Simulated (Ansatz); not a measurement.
One change: `[F][Al]([Cl])[SeH]` becomes `[F][Al]([Cl])[GeH3]`.

Ansatz, PBE0-D4/def2-TZVP geometries, multiplicity 1. Each molecule was computed in one conformer, which needn't be the lowest.

Scalar relativity is left out up to krypton. Spin–orbit coupling is left out; it splits and shifts lone-pair levels of the heavy atoms by tenths of an eV.

| property | `[F][Al]([Cl])[SeH]` |
| --- | --- |
| HOMO–LUMO gap (PBE0/def2-TZVPP) / eV | 6.73 |
| HOMO–LUMO gap (PBE/def2-TZVPP) / eV | 4.75 |
| LUMO energy (ωB97M-V/def2-TZVPP) / eV | 0.56 |
| HOMO energy (B3LYP/def2-TZVPP) / eV | -7.60 |
| HOMO energy (PBE/def2-TZVPP) / eV | -6.71 |
| LUMO energy (PBE0/def2-TZVPP) / eV | -1.13 |

(1) Give the same properties after the change, and the shifts. (Best estimate.)

## Answers

(1) The calculation gave: 
```tsv
property	`[F][Al]([Cl])[GeH3]`	shift
HOMO–LUMO gap (PBE0/def2-TZVPP) / eV	6.86	0.13
HOMO–LUMO gap (PBE/def2-TZVPP) / eV	5.00	0.25
LUMO energy (ωB97M-V/def2-TZVPP) / eV	0.13	-0.43
HOMO energy (B3LYP/def2-TZVPP) / eV	-8.23	-0.63
HOMO energy (PBE/def2-TZVPP) / eV	-7.30	-0.59
LUMO energy (PBE0/def2-TZVPP) / eV	-1.58	-0.45
```

With PBE0 the HOMO falls by 0.58 eV and the LUMO falls by 0.45 eV, so the gap widens by about 0.13 eV. PBE moves the HOMO by -0.59 eV and ωB97M-V by -0.45 eV.

B3LYP here is the variant with VWN-RPA as its local correlation; programs differ in this.
